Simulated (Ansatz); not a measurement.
```yaml
atoms:
  - { symbol: N, position_ang: [0.5500, 0.0000, 3.3000] }
  - { symbol: N, position_ang: [-0.5500, 0.0000, 3.3000] }
  - { symbol: Li, position_ang: [1.3400, 0.0000, 0.0000] }
  - { symbol: Li, position_ang: [-1.3400, 0.0000, 0.0000] }
```

RHF on singlet Li2N2 was run in several spherical basis sets with Ansatz (development build ahead of 0.2.0).

(1) Rank the basis sets by the total energy that they give, lowest first, with the distance from the lowest.
A. cc-pVDZ
B. 6-31G
C. def2-SVP

Results:

(1) A (0.00 eV), B (2.46 eV), C (3.23 eV).

Totals follow the description of the cores as much as that of the bonds, so this order isn't one of quality for chemistry.
